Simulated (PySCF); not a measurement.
**Cu²⁺ (copper, charge +2) across methods**

[Ar] 3d9, 2D determinant. All numbers are calculated (PySCF 2.14, no relativity, point nucleus, in def2-QZVPPD (11s6p5d4f2g, 100 functions)).

```
   method  E (hartree)  mean ε 3p β (eV)  mean ε 3d α (eV)  mean ε 3d β (eV)  Σ⟨r²⟩ (bohr²)   ⟨S²⟩
      UHF  -1638.09016           -114.97           -40.831           -39.171          15.03  0.751
     PW91    -1639.610           -96.034           -30.459           -29.409          15.55  0.750
   r2SCAN    -1639.461           -97.904           -30.611           -29.455          15.39  0.751
      PBE    -1639.213           -95.949           -30.363           -29.298          15.56  0.750
   revPBE    -1639.372           -95.866           -30.241           -29.174          15.55  0.750
BHandHLYP    -1639.473           -105.97           -36.054           -34.764          15.29  0.751
CAM-B3LYP    -1639.583           -102.12           -34.795           -33.661          15.48  0.751
      LDA    -1636.670           -95.990           -30.721           -29.610          15.57  0.750
```

(1) Estimate the same row for PBE0.

Answers

(1) E (hartree) = -1639.252; mean ε 3p β (eV) = -100.98; mean ε 3d α (eV) = -33.180; mean ε 3d β (eV) = -31.986; Σ⟨r²⟩ (bohr²) = 15.37; ⟨S²⟩ = 0.751.
